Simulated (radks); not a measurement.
Spin polarisation of the 5d3 shell in W3+. Start: [Xe] 4f14 5d(up 1.5, down 1.5); electrons of 5d are moved from spin down to spin up, other shells keep equal spins. Calculated with a radial shooting solver on a logarithmic mesh with Libxc functionals: non-relativistic Kohn-Sham, r2SCAN, spin-polarised, spherical densities, point nucleus; meta-GGA in the generalised Kohn-Sham scheme.

moment (Bohr magnetons),E - E(0) (eV),e(5d up) (eV),e(5d down) (eV),5p down minus up (eV),4f down minus up (eV)
0,0.000,-31.841,-31.841,0.000,0.000
0.75,-0.142,-32.199,-31.443,0.608,0.099
1.5,-0.570,-32.526,-30.993,1.220,0.197
2.25,-1.298,-32.825,-30.461,1.841,0.296
3,-2.367,-33.106,-29.684,2.481,0.396

At moment 3 the spin-polarisation energy is -2.367 eV and the 5d exchange splitting 3.422 eV, that is 1.141 eV per Bohr magneton; E = -I m^2/4 would give I = 1.052 eV.
